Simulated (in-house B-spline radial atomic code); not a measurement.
Pr⁵⁺. Computed with a B-spline radial atomic code. Model: all-electron spherical atom, spin shells full or empty, radial basis limit, no spin-orbit coupling, Breit or QED, empty-state partial waves extrapolated as (l+1/2)^-4, RPA, G0W0 and static COHSEX of the highest shell as one setting changes (uncorrelated shells keep exact exchange).

Empty levels are discrete states of a finite basis, so the steps are uneven.

Given: element Pr; charge 5; filled core Kr; hamiltonian one-electron scalar X2C; mean-field start PBE0; highest l of empty states 9; nuclear rms radius 4.8919 fm; lowest nl shells left uncorrelated 9; highest mean-field shell 5p; box radius 10.43 bohr.

Shell: 4d 5 5, 5s 1 1, 5p 3 3 (electrons up and down).

```csv
highest empty level kept (hartree),RPA correlation energy (hartree),G0W0 level (eV),G0W0 minus most complete (meV),COHSEX level (eV),linearised minus solved G0W0 (meV)
12,-0.34399,-83.421,119.2,-85.981,-29.9
24,-0.35781,-83.505,34.7,-86.24,-31.2
42,-0.36191,-83.53,10.4,-86.314,-31.6
72,?,?,?,?,?
120,-0.36339,-83.538,1.6,-86.363,-31.8
216,-0.36356,-83.539,0.6,-86.371,-31.8
360,?,?,?,?,?
720,-0.36365,-83.54,0.1,-86.374,-31.8
1440,-0.36365,-83.54,0,-86.374,-31.8
3000,-0.36366,-83.54,0,-86.374,-31.8
7200,-0.36366,-83.54,0,-86.374,-31.8
24000,-0.36366,-83.54,0,-86.374,-31.8
```

Q: What follows for highest empty level kept = 72?

A: RPA correlation energy -0.36316 hartree; G0W0 level -83.537 eV; G0W0 minus most complete 3 meV; COHSEX level -86.354 eV; linearised minus solved G0W0 -31.8 meV.

Q: What follows for highest empty level kept = 360?

A: RPA correlation energy -0.36362 hartree; G0W0 level -83.54 eV; G0W0 minus most complete 0.2 meV; COHSEX level -86.373 eV; linearised minus solved G0W0 -31.8 meV.
